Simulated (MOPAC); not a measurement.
Job for MOPAC: PM7 on H5NO2Sn (SMILES [NH2][SnH]([OH])[OH]), a point of a torsion scan.

```
PM7 1SCF PRECISE CHARGE=0 THREADS=1
H5NO2Sn

N      1.59482033 1    -0.44000225 1     0.34081891 1
Sn    -0.32809682 1     0.11428728 1     0.23950598 1
O     -1.18340265 1    -0.51253149 1     1.85609621 1
O     -1.22228182 1    -0.96025550 1    -1.09124320 1
H      2.23254149 1     0.18206881 1    -0.14071671 1
H      1.71255586 1    -1.35302221 1    -0.08633883 1
H     -0.60666528 1     1.74543270 1     0.01404747 1
H     -0.63189822 1    -0.50870403 1     2.63642286 1
H     -2.05426583 1    -1.32216144 1    -0.78709120 1
```

Program output:

```
*******************************************************************************
 **                                                                           **
 **                              MOPAC v23.2.5                                **
 **                                                                           **
 *******************************************************************************
 ** MOPAC's Digital Object Identifier: https://doi.org/10.5281/zenodo.6511958 **
 **                                                                           **
 ** Please cite the open-source release paper for use of this MOPAC version:  **
 ** J. E. Moussa and J. J. P. Stewart (2026)                                  **
 ** MOPAC: An open-source semiempirical molecular orbital program             **
 ** J. Open Source Softw., 11(119), 8025, https://doi.org/10.21105/joss.08025 **
 *******************************************************************************

                              PM7 CALCULATION RESULTS

 *******************************************************************************
 *  PM7        - The PM7 Hamiltonian to be used
 *
 *
 *
 *                 CHARGE ON SYSTEM = 0
 *
 *
 *
 *  PRECISE    - TIGHTER CRITERIA TO BE USED
 *  1SCF       - DO 1 SCF AND THEN STOP
 *  THREADS=1  - MULTI-THREADING NOT USED
 *  T=         - A TIME OF 172800.0 SECONDS REQUESTED
 *  DUMP=N     - RESTART FILE WRITTEN EVERY 7200.0 SECONDS REQUESTED
 *******************************************************************************
PM7 1SCF PRECISE CHARGE=0 THREADS=1
 H5NO2Sn

   ATOM   CHEMICAL          X               Y               Z
  NUMBER   SYMBOL      (ANGSTROMS)     (ANGSTROMS)     (ANGSTROMS)

     1       N          1.59482033  *  -0.44000225  *   0.34081891  *
     2      Sn         -0.32809682  *   0.11428728  *   0.23950598  *
     3       O         -1.18340265  *  -0.51253149  *   1.85609621  *
     4       O         -1.22228182  *  -0.96025550  *  -1.09124320  *
     5       H          2.23254149  *   0.18206881  *  -0.14071671  *
     6       H          1.71255586  *  -1.35302221  *  -0.08633883  *
     7       H         -0.60666528  *   1.74543270  *   0.01404747  *
     8       H         -0.63189822  *  -0.50870403  *   2.63642286  *
     9       H         -2.05426583  *  -1.32216144  *  -0.78709120  *



          CARTESIAN COORDINATES

    NO.       ATOM           X           Y           Z

     1         N          1.5948     -0.4400      0.3408
     2        Sn         -0.3281      0.1143      0.2395
     3         O         -1.1834     -0.5125      1.8561
     4         O         -1.2223     -0.9603     -1.0912
     5         H          2.2325      0.1821     -0.1407
     6         H          1.7126     -1.3530     -0.0863
     7         H         -0.6067      1.7454      0.0140
     8         H         -0.6319     -0.5087      2.6364
     9         H         -2.0543     -1.3222     -0.7871

 General Reference for PM7:
 "Optimization of Parameters for Semiempirical Methods VI: More Modifications to the
 NDDO Approximations and Re-optimization of Parameters", J. J. P. Stewart, J. Mol. Mod., 1:32, 19 (2013)
 https://link.springer.com/article/10.1007/s00894-012-1667-x

           Empirical Formula: H5 N O2 Sn  =     9 atoms



      MOLECULAR POINT GROUP   :   C1


      RHF CALCULATION, NO. OF DOUBLY OCCUPIED LEVELS = 13


 -------------------------------------------------------------------------------
 PM7 1SCF PRECISE CHARGE=0 THREADS=1
 H5NO2Sn



     1SCF WAS SPECIFIED, SO BFGS WAS NOT USED
     SCF FIELD WAS ACHIEVED


                              PM7 CALCULATION
                                                       MOPAC v23.2.5 Linux




          FINAL HEAT OF FORMATION =        -93.27300 KCAL/MOL =    -390.25424 KJ/MOL


          COSMO AREA              =        114.85 SQUARE ANGSTROMS
          COSMO VOLUME            =        103.32 CUBIC ANGSTROMS

          IONIZATION POTENTIAL    =          9.812816 EV
          HOMO LUMO ENERGIES (EV) =         -9.813  1.657
          NO. OF FILLED LEVELS    =         13
          MOLECULAR WEIGHT        =        169.7350         POINT GROUP:  C1

          MOLECULAR DIMENSIONS (Angstroms)

            Atom       Atom       Distance
            H     9    H     5     4.58882
            H     6    H     7     3.70095
            O     4    H     8     3.56549


          SCF CALCULATIONS        =          1





   ATOM   CHEMICAL          X               Y               Z
  NUMBER   SYMBOL      (ANGSTROMS)     (ANGSTROMS)     (ANGSTROMS)

     1       N          1.59482033  *  -0.44000225  *   0.34081891  *
     2      Sn         -0.32809682  *   0.11428728  *   0.23950598  *
     3       O         -1.18340265  *  -0.51253149  *   1.85609621  *
     4       O         -1.22228182  *  -0.96025550  *  -1.09124320  *
     5       H          2.23254149  *   0.18206881  *  -0.14071671  *
     6       H          1.71255586  *  -1.35302221  *  -0.08633883  *
     7       H         -0.60666528  *   1.74543270  *   0.01404747  *
     8       H         -0.63189822  *  -0.50870403  *   2.63642286  *
     9       H         -2.05426583  *  -1.32216144  *  -0.78709120  *

                             CARTESIAN COORDINATES

   1    N        1.594820330    -0.440002250     0.340818910
   2   Sn       -0.328096820     0.114287280     0.239505980
   3    O       -1.183402650    -0.512531490     1.856096210
   4    O       -1.222281820    -0.960255500    -1.091243200
   5    H        2.232541490     0.182068810    -0.140716710
   6    H        1.712555860    -1.353022210    -0.086338830
   7    H       -0.606665280     1.745432700     0.014047470
   8    H       -0.631898220    -0.508704030     2.636422860
   9    H       -2.054265830    -1.322161440    -0.787091200


           Empirical Formula: H5 N O2 Sn  =     9 atoms



      MOLECULAR POINT GROUP   :   C1


                  EIGENVALUES
 -34.41702 -27.03821 -26.77784 -16.44420 -15.94469 -15.78834 -14.18108 -13.86105
 -12.25697 -12.03812 -11.28485 -10.93616  -9.81282   1.65707   2.37521   2.65594
   3.80206   6.11700   6.69581   6.85991   7.03753


              NET ATOMIC CHARGES AND DIPOLE CONTRIBUTIONS

  ATOM NO.   TYPE          CHARGE      No. of ELECS.   s-Pop       p-Pop
    1          N          -0.858392        5.8584     1.65153     4.20686
    2         Sn           1.351434        2.6486     0.71002     1.93855
    3          O          -0.885060        6.8851     1.78089     5.10417
    4          O          -0.890095        6.8901     1.78090     5.10919
    5          H           0.247439        0.7526     0.75256
    6          H           0.260377        0.7396     0.73962
    7          H           0.042381        0.9576     0.95762
    8          H           0.362648        0.6374     0.63735
    9          H           0.369267        0.6307     0.63073
 DIPOLE           X         Y         Z       TOTAL
 POINT-CHG.     1.479     4.489    -0.152     4.728
 HYBRID        -0.166    -1.930    -0.315     1.963
 SUM            1.313     2.559    -0.467     2.913


          ATOMIC ORBITAL ELECTRON POPULATIONS

     Atom    s        px        py        pz
    1  N   1.65153   1.33928   1.22342   1.64416
    2 Sn   0.71002   0.56906   0.88759   0.48189
    3  O   1.78089   1.68033   1.93826   1.48558
    4  O   1.78090   1.54989   1.82529   1.73401
    5  H   0.75256
    6  H   0.73962
    7  H   0.95762
    8  H   0.63735
    9  H   0.63073

 **********************
 *                    *
 * JOB ENDED NORMALLY *
 *                    *
 **********************




 == MOPAC DONE ==
```

The run finished.

Cost: around 0.03 core-seconds (rough).
